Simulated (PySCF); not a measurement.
## Core-level binding energies of BCl2(NMe2)

Compound: BCl2(NMe2), C2H6BCl2N.
Z-matrix (Å and degrees, PBE0-D3(BJ)/def2-SVP geometry), rows numbered from 1:
```
B 
Cl  1  1.7725
Cl  1  1.7723  2  116.80
N   1  1.3949  2  121.59  3  -179.95
C   4  1.4466  1  123.47  2  -179.55
C   4  1.4466  1  123.46  2    -0.26
H   5  1.1038  4  110.56  1   120.05
H   5  1.0953  4  110.67  1    -0.36
H   5  1.1038  4  110.59  1  -120.78
H   6  1.0953  4  110.66  1     0.91
H   6  1.1037  4  110.56  1   121.32
H   6  1.1039  4  110.59  1  -119.51
```

Computed, not measured: delta-SCF UKS SCAN, pcX-2 on the ionised atom, pcseg-1 elsewhere, spin-free X2C in PySCF. Each binding energy is the total energy of the core-ionised species, with the hole localised on one atom, minus that of the ground state; both are solved self-consistently, so orbital relaxation is included.

Task: What binding energy does each computed site have?

Result: 
```csv
atom(s),environment,level,binding energy (eV),2p1/2 (eV),count
Cl2/Cl3,chlorine bonded to B,Cl 1s,2828.63,–,2
N4,nitrogen bonded to B and 2 C,N 1s,405.60,–,1
C5/C6,carbon bonded to N and 3 H,C 1s,292.03,–,2
Cl2/Cl3,chlorine bonded to B,Cl 2p3/2,206.04,207.69,2
B1,boron bonded to 2 Cl and N,B 1s,197.74,–,1
```

Task: Which photon energy gives electrons from Cl 2p3/2 of Cl2/Cl3 a kinetic energy of 100 eV, and what is their de Broglie wavelength?

Result: hν = 206.04 + 100 = 306.04 eV, recoil neglected; λ = 12.264 Å/√(E/eV) = 1.23 Å.

Atoms equivalent by their bonding share one computed value, that of the first of them. The unrestricted hole states depart most from a pure doublet (⟨S²⟩ = 0.75; over 0.85 named) for B 1s of B1 (0.87), which makes this value less certain. Spin–orbit coupling isn't in the SCF: each 2p doublet comes from a relaxed spin-free hole plus a matrix of the shell (mean-field spin–orbit coupling and the ground-state 2p splitting), with 2p3/2 averaged over its two sublevels. 2p1/2 minus 2p3/2 (ligand field included): Cl 1.65 eV. Isolated species at its PBE0-D3(BJ)/def2-SVP geometry, gas phase.

Time: 83 s; peak memory 0.54 GiB. Hardware: an Intel Xeon at 2.50 GHz with one thread, no GPU, shared host.
